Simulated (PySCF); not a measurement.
**La⁺: ionisation energy**

La⁺ [Xe] 5d2 (3F) → La²⁺ [Xe] 5d1 (2D), as a difference of total energies. All numbers are calculated (PySCF 2.14, the spin-free X2C one-electron Hamiltonian (Gaussian nucleus), in x2c-TZVPPall (11s7p7d3f1g, 97 functions)). Correlated levels: valence: [Kr] 4d10 frozen; valence and next inner shell: [Ar] 3d10 frozen. The calculations carry no spin-orbit coupling.

```tsv
method	ionisation energy (eV)	plus first-order spin-orbit estimate	error of that sum (eV)
UHF	10.425	10.434	-0.751
LDA	11.444	11.454	+0.269
PBE	11.417	11.427	+0.242
PBE0	11.332	11.341	+0.156
r2SCAN	11.367	11.377	+0.192
TPSSh	11.301	11.311	+0.126
wB97X-V	10.996	11.006	-0.179
BHandHLYP	11.090	11.100	-0.085
MP2 (valence)	10.897	10.907	-0.278
SCS-MP2 (valence)	10.799	10.809	-0.376
MP2 (valence and next inner shell)	10.839	10.849	-0.336
SCS-MP2 (valence and next inner shell)	10.752	10.762	-0.423
```

Reference: 11.185 eV (measured; NIST Atomic Spectra Database, ionization energies).

A first-order spin-orbit estimate (lowest level to lowest level, LS coupling) adds 0.010 eV.

Errors of the correlated levels include the incompleteness of this basis and the frozen core.
